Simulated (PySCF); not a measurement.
Species: `C[C@@H]1COC=C(Cl)[C@H]1F`. The columns A, B, C and D hold Mulliken, IAO, Hirshfeld and ESP-fitted charges (e) of one PBE0/pcSseg-1 density (PySCF), in a shuffled order. Coordinates in Å (GFN2-xTB); the density's dipole moment is (-2.56, 0.05, 0.96) D.

```csv
atom,x,y,z,A,B,C,D
C1,-1.454,0.964,0.329,-0.120,-0.193,-0.426,-0.395
C2,-0.793,-0.127,-0.507,-0.035,-0.418,-0.134,+0.088
C3,-0.484,-1.377,0.321,+0.008,+0.132,-0.066,-0.088
O4,0.426,-1.129,1.379,-0.098,-0.452,-0.317,-0.294
C5,1.466,-0.332,1.076,+0.029,+0.342,+0.059,+0.225
C6,1.589,0.363,-0.055,-0.040,-0.345,-0.140,-0.294
Cl7,2.975,1.363,-0.325,-0.044,-0.086,-0.034,-0.075
C8,0.530,0.359,-1.113,+0.050,+0.348,+0.166,+0.315
F9,0.878,-0.495,-2.153,-0.124,-0.333,-0.334,-0.272
H10,-1.659,1.840,-0.281,+0.045,+0.124,+0.145,+0.102
H11,-0.812,1.260,1.155,+0.034,+0.131,+0.148,+0.111
H12,-2.394,0.600,0.736,+0.046,+0.120,+0.146,+0.128
H13,-1.455,-0.417,-1.327,+0.050,+0.137,+0.154,+0.038
H14,-1.385,-1.770,0.796,+0.054,+0.127,+0.158,+0.125
H15,-0.060,-2.145,-0.339,+0.042,+0.133,+0.146,+0.114
H16,2.197,-0.295,1.870,+0.062,+0.121,+0.177,+0.106
H17,0.429,1.350,-1.571,+0.043,+0.113,+0.150,+0.065
```

Q: Which column most likely holds the ESP-fitted charges?

A: D. Σ q r misses the density's dipole by 0.10 D (D), 1.01 D (C), 1.22 D (A), 1.59 D (B). Charges fitted to the outside potential are the only set here that is tied to the molecule's multipoles.

Q: And the Hirshfeld charges?

A: A. The mean sizes are 0.054 e (A), 0.167 e (D), 0.171 e (C), 0.215 e (B), and Hirshfeld charges are commonly the smallest of these schemes.

As computed, A = Hirshfeld, B = Mulliken, C = IAO, D = ESP-fitted. Hydrogens on carbon: Hirshfeld +0.03 to +0.06, Mulliken +0.11 to +0.14, IAO +0.15 to +0.18, ESP-fitted +0.04 to +0.13 e.

The Hirshfeld scheme weights the molecular density at each point by an atom's share of the summed free-atom densities. The ESP scheme fits charges at the nuclei, held to the total charge, to the electrostatic potential on points at 1.4 to 2.0 times the van der Waals radii.

Geometry: GFN2-xTB, one conformer, isolated molecule.
